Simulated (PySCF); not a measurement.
Isomers of C5H7F3O2, from PBE0-D3(BJ)/def2-SVP geometry optimisation, gas phase (PySCF). One conformer each, no zero-point energy, no frequencies.

Question: Which isomer lies lower at this level?
A. `[F:1][C:2]([F:3])([F:4])[CH:5]1[O:6][CH2:7][CH2:8][CH2:9][O:10]1` with C2–C5–O6–C7 -81°, C5–O6–C7–C8 -51°, O6–C7–C8–C9 53°, C7–C8–C9–O10 -53°: A = 2358, B = 1128, C = 994.4 MHz, dipole 2.62 D
B. `[F:1][C:2]([F:3])([F:4])[C@H:5]1[CH2:6][O:7][CH2:8][CH2:9][O:10]1` with C2–C5–C6–O7 176°, C5–C6–O7–C8 -57°, C6–O7–C8–C9 58°, O7–C8–C9–O10 -56°: A = 2642, B = 938.4, C = 813.9 MHz, dipole 2.24 D

Answer: A. That is `FC(F)(F)C1OCCCO1`, 3.7 kcal/mol below the other.

| SMILES | mapped SMILES | E (Eh) | relative (kcal/mol) | relative (kJ/mol) | dipole (D) |
| --- | --- | --- | --- | --- | --- |
| FC(F)(F)C1OCCCO1 | [F:1][C:2]([F:3])([F:4])[CH:5]1[O:6][CH2:7][CH2:8][CH2:9][O:10]1 | -643.58040 | 0.0 | 0.0 | 2.62 |
| FC(F)(F)[C@H]1COCCO1 | [F:1][C:2]([F:3])([F:4])[C@H:5]1[CH2:6][O:7][CH2:8][CH2:9][O:10]1 | -643.57449 | 3.7 | 15.5 | 2.24 |
